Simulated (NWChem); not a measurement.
System: BBrClF; SMILES FB(Cl)Br

Program: NWChem. Structure relaxed at the PBE-D3(BJ)/def2-SVP level. B3LYP is NWChem's, with the RPA form of VWN correlation. Vertical excitations in the gas phase; the lowest state need not have the same character in each row.

```csv
level,"lowest excitation, singlet (eV)",oscillator strength of that lowest state,"lowest state with f > 0.02, singlet (eV)",oscillator strength of that bright state,orbital gap (eV)
"PBE/def2-SVPD, full TDDFT",5.27,0.000,6.27,0.128,5.20
"B3LYP/def2-SVPD, full TDDFT",5.74,0.000,6.67,0.132,7.02
"PBE0/def2-SVPD, full TDDFT",[?],0.000,[?],[?],[?]
```

Problem. Some entries are withheld; supply them.

Solution. 
- PBE0/def2-SVPD, full TDDFT, lowest excitation, singlet (eV): 5.88
- PBE0/def2-SVPD, full TDDFT, lowest state with f > 0.02, singlet (eV): 6.81
- PBE0/def2-SVPD, full TDDFT, oscillator strength of that bright state: 0.138
- PBE0/def2-SVPD, full TDDFT, orbital gap (eV): 7.50
